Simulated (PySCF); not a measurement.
## Bromine: a sound run and one with changed settings

Sound run: Br²⁺ [Ar] 3d10 4s2 4p3, Br³⁺ [Ar] 3d10 4s2 4p2. Computed with PySCF 2.14 in x2c-SVPall, with scalar relativity by spin-free X2C-1e. In the sound run the correlated levels freeze [Ar] 3d10. The sound run starts from symmetry-adapted Hartree-Fock orbitals and uses a fine grid where one is needed.

Changed run: initial guess sap, at most 50 SCF cycles, level shift 2.0 hartree.

| species | method | sound run (hartree) | changed run (hartree) | converged |
| --- | --- | --- | --- | --- |
| Br²⁺ | UHF | -2602.81535 | -2602.81535 | yes |
| Br²⁺ | BP86 | -2604.84971 | -2604.84971 | yes |
| Br²⁺ | M06-2X | -2604.64818 | -2604.64818 | yes |
| Br²⁺ | MP2 | -2602.87680 | -2602.83950 | yes |
| Br²⁺ | CCSD(T) | -2602.89277 | -2602.89277 | yes |
| Br³⁺ | UHF | -2601.54359 | -2601.54359 | yes |
| Br³⁺ | BP86 | -2603.55643 | -2603.55643 | yes |
| Br³⁺ | M06-2X | -2603.36154 | -2603.36154 | yes |
| Br³⁺ | MP2 | -2601.59140 | -2601.56239 | yes |
| Br³⁺ | CCSD(T) | -2601.60923 | -2601.60923 | yes |

Ionisation energy of Br²⁺:

| method | sound run (eV) | changed run (eV) |
| --- | --- | --- |
| UHF | 34.606 | 34.606 |
| BP86 | 35.192 | 35.192 |
| M06-2X | 35.011 | 35.011 |
| MP2 | 34.978 | 34.752 |
| SCS-MP2 | 34.843 | 34.698 |
| CCSD | 34.923 | 34.923 |
| CCSD(T) | 34.927 | 34.927 |

A level shift leaves the converged SCF energy unchanged but raises the virtual orbital energies, which shrinks MP2 if it is not removed.

For comparison, NIST gives 34.871 ± 0.019 eV between the lowest levels.
